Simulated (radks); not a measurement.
Question: Species: the caesium ion Cs24+. Configuration: [Ar] 3d10 4s2 4p1 (the NIST ground configuration). All-electron calculation, Dirac Kohn-Sham, PBE, spin-unpolarised, spherical densities, point nucleus; open shells are shared between the two j in proportion to 2j + 1. Program: a radial shooting solver on a logarithmic mesh with Libxc functionals. Some entries of the table are withheld. Estimate them.

| orbital | occ. | eigenvalue (eV) | <1/r> (bohr^-1) |
|---|---|---|---|
| 1s1/2 | 2 | -36532.77 | 59.41 |
| 2s1/2 | 2 | -6353.735 | 13.94 |
| 2p1/2 | 2 | (1) | 13.92 |
| 2p3/2 | 4 | (2) | 12.75 |
| 3s1/2 | 2 | -1868.789 | 5.064 |
| 3p1/2 | 2 | -1732.116 | 4.981 |
| 3p3/2 | 4 | -1662.156 | 4.692 |
| 3d3/2 | 4 | -1424.906 | 4.560 |
| 3d5/2 | 6 | -1409.772 | 4.486 |
| 4s1/2 | 2 | -828.3989 | 2.344 |
| 4p1/2 | 0.333333 | -774.6961 | 2.279 |
| 4p3/2 | 0.666667 | -754.6353 | 2.190 |
| 4d3/2 | 0 | (3) | 2.073 |
| 4d5/2 | 0 | (4) | 2.052 |
| 5s1/2 | 0 | -468.7151 | (5) |
| 5p1/2 | 0 | -443.9486 | 1.323 |
| 5p3/2 | 0 | -435.2727 | 1.285 |

Answer: 
(1) 2p1/2 eigenvalue (eV): -6025.143
(2) 2p3/2 eigenvalue (eV): -5671.609
(3) 4d3/2 eigenvalue (eV): -665.8448
(4) 4d5/2 eigenvalue (eV): -661.6501
(5) 5s1/2 <1/r> (bohr^-1): 1.356
